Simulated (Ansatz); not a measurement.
Ansatz (a quantum-chemistry and plane-wave program) input (SVWN5/def2-TZVPD):

Ansatz 0.2 input:
```yaml
crystal:
  periodic: [false, false, false]
  atoms:
    - {symbol: Br, position_ang: [1.99019720, -0.19369006, -0.21448720]}
    - {symbol: C, position_ang: [0.12677745, -0.43082425, -0.09915923]}
    - {symbol: C, position_ang: [-0.54611235, -1.59613205, -0.27809056]}
    - {symbol: C, position_ang: [-1.96225454, -1.48089527, -0.13008443]}
    - {symbol: C, position_ang: [-2.41982184, -0.23736461, 0.16418255]}
    - {symbol: Se, position_ang: [-1.02169362, 1.00102552, 0.29430400]}
    - {symbol: H, position_ang: [-0.04683842, -2.52537122, -0.51181372]}
    - {symbol: H, position_ang: [-2.62295924, -2.32952399, -0.24538954]}
    - {symbol: H, position_ang: [-3.44105361, 0.07047670, 0.31682925]}
basis:
  gaussian:
    orbitals: def2-TZVPD
hamiltonian:
  xc: {name: SVWN5}
total_charge: 1
magnetization: {spin_polarized: true, initial_magnetization: 1}
```

End of the output:

```
integrals: 0.35 GiB planned
1692 factors; their error is unknown
0.22 GiB of the device are held for the grids
2.41 GiB of device memory are held for the factors and their scratch space
mean field: 2.20 GiB planned
mean field evaluation 1: about -139306.0581 eV, gradient 1.0e2 eV
mean field evaluation 2: about -138640.2418 eV, gradient 2.7e2 eV
mean field evaluation 4: about -139280.2336 eV, gradient 1.0e2 eV
mean field evaluation 8: about -139357.8579 eV, gradient 2.2e0 eV
mean field evaluation 16: about -139357.8409 eV, gradient 1.3e-1 eV
mean field evaluation 32: about -139357.8410 eV, gradient 1.2e-5 eV
mean field evaluation 64: about -139357.2703 eV, gradient 5.7e0 eV
mean field -139357.84096651 eV, -5121.3061953819 hartree, gradient 1.2e-5 eV, S^2 0.751947; 6 other end points of the search recorded, 0 dependent functions left out
reference -139357.84100877 eV, -5121.3061969349 hartree; 48, 47 occupied and 241, 242 virtual orbitals, 1692 factors
Total energy: -139357.84100877 eV, -5121.3061969349 hartree
```

This state (charge 1, doublet) is run at the relaxed geometry of the species with charge 0 and multiplicity 1.
